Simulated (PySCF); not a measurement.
A structure optimised at PBE-D3(BJ)/def2-TZVP, used in a PySCF frequency run:

```xyz
3

Sn     0.2652     0.0472     0.0000
O     -0.8751     1.5803     0.0000
F     -0.6957    -1.6671     0.0000
```
Charge 0, spin multiplicity 2.

Q: Write its SMILES, formula and point group.

A: [O]=[Sn][F], FOSn, Cs

Q: What are its rotational constants (standard atomic weights)?

A: 17.045, 5.4314, 4.1189 GHz
